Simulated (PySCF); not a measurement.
Two-dimensional NMR puzzle

Compound of formula C6H12N2Si. Correlations simulated from computed shifts and the bond graph:

HSQC (one-bond C–H):
```
  δH     δC
7.63  146.3
6.26  112.8
2.51   13.7
0.50   -1.3
```

COSY cross peaks (H two or three bonds apart, from the bond graph; peaks can be absent where the dihedral angle is near 90°):
```
  δH    δH
7.63  6.26
5.44  0.50
```

HMBC (two and three bonds, from the bond graph):
```
  δH                  δC
7.63        148.9, 112.8
6.26  148.9, 146.3, 13.7
5.44         148.9, -1.3
2.51        148.9, 112.8
0.50                -1.3
```

Carbons without hydrogens: δ 148.9.

- shielding tensors at PBE0/pcSseg-1 (GIAO)
- structure optimised with GFN2-xTB
- code: PySCF 2.14
- non-relativistic, gas phase, fast rotation and ring inversion assumed for equivalent nuclei, single conformer

Shifts are taken against calculated references (same method and geometry level): $^{1}$H (σ = 31.72 ppm) and $^{13}$C (σ = 186.93 ppm) vs TMS.

Exchangeable hydrogens are left out of these lists.

Question: Assemble the structure.

Answer: `Cc1ccnn1[SiH](C)C`.

Numbering as in the mapped SMILES `[CH3:1][c:2]1[cH:3][cH:4][n:5][n:6]1[SiH:7]([CH3:8])[CH3:9]`. Hydrogens are named by the atom that carries them.

- δC 148.9 is C2, a substituted aromatic carbon next to a ring nitrogen.
- δC 146.3 is C4, an aromatic CH next to a ring nitrogen (δH 7.63).
- δC 112.8 is C3, an aromatic CH (δH 6.26).
- δC 13.7 is C1, a methyl carbon on an aromatic ring (δH 2.51).
- δC -1.3 is C8/C9, a methyl carbon bonded to Si (δH 0.50).
- HMBC from δH 7.63 reaches the proton-free carbon C2.
- HMBC from δH 6.26 reaches the proton-free carbon C2.
- HMBC from δH 5.44 reaches the proton-free carbon C2.
- HMBC from δH 2.51 reaches the proton-free carbon C2.
- COSY links 7.63–6.26, 5.44–0.50.

The shifts were computed for this structure.

Shifts are as computed. Against solution values, carbons near 30 ppm lie about +3 ppm off and those near 130 ppm about +5 ppm. Of 1211 compounds with measured shifts, 218 miss one by over three times the rms of a fit or turn the order of signals round; such compounds aren't used in these exercises.
